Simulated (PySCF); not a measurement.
GaCl₄, SMILES [Cl][Ga-]([Cl])([Cl])[Cl], charge -1. Geometry optimised at PBE0-D3(BJ)/def2-SVPD. The isomer is the one that the SMILES or the coordinates give; other isomers of the formula were not compared.

Computed equilibrium geometry at PBE0-D3(BJ)/def2-SVPD (PySCF confirms it by a frequency run) as a Z-matrix, and its point group:
point group Td.
```
Ga
Cl 1 2.2145
Cl 1 2.2145 2 109.47
Cl 1 2.2145 2 109.47 3 120.00
Cl 1 2.2145 2 109.47 3 -120.00
```
Charge -1, spin multiplicity 1.
